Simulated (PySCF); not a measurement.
B(F)(H)(NCO) (CHBFNO), SMILES O=C=NBF. Heavy atoms are numbered as in [BH:1]([F:2])[N:4]=[C:5]=[O:6]. Hydrogens are named by the atom that carries them.

Geometry optimised at B3LYP-D3(BJ)/def2-SVP. One conformer was computed; it need not be the lowest.

These are PySCF with PBE0/def2-TZVPD values and carry that method's errors.

ESP charges are fitted to the potential on shells at 1.4 to 2.0 van der Waals radii. Atomic charges (e), one atom of each kind:

```json
[
 {"atom": "B1 (BH)", "IAO": "0.47", "ESP fit": "0.54"},
 {"atom": "F2", "IAO": "-0.31", "ESP fit": "-0.24"},
 {"atom": "H on B1", "IAO": "-0.01", "ESP fit": "-0.11"},
 {"atom": "N4", "IAO": "-0.39", "ESP fit": "-0.41"},
 {"atom": "C5", "IAO": "0.57", "ESP fit": "0.55"},
 {"atom": "O6", "IAO": "-0.34", "ESP fit": "-0.32"}
]
```
